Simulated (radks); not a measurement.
Q: These are the eigenvalues of the occupied orbitals of an atom or ion with whole-number occupations (hartree). Method: Dirac Kohn-Sham, PBE, spin-unpolarised, spherical densities, finite nucleus; Fermi nuclear charge, rms radius of each element as measured or else 0.836 A^(1/3) + 0.57 fm; computed with a radial shooting solver on a logarithmic mesh with Libxc functionals.

| orbital | eigenvalue |
|---|---|
| 1s1/2 | -521.3817 |
| 2s1/2 | -69.72614 |
| 2p1/2 | -63.13229 |
| 2p3/2 | -61.15373 |
| 3s1/2 | -10.92601 |
| 3p1/2 | -8.59654 |
| 3p3/2 | -8.30509 |
| 3d3/2 | -4.24463 |
| 3d5/2 | -4.19650 |
| 4s1/2 | -1.90362 |
| 4p1/2 | -1.34783 |
| 4p3/2 | -1.31531 |
| 5s1/2 | -0.54536 |

Which element is it, and in what charge state? The configuration may be excited. Open shells, if any, fill j = l - 1/2 first.

A: Z = 36, krypton, charge +2: Kr2+ in [Ar] 3d10 4s1 4p4 5s1. The list shows which subshells hold electrons but not how many an open one holds; the 1s level, -521.38 hartree, gives Z - s = 32.3 by -(Z - s)^2/2, which with screening and relativity narrows Z to a few neighbours, and the depths of the outer levels then fix element, charge and occupations together.
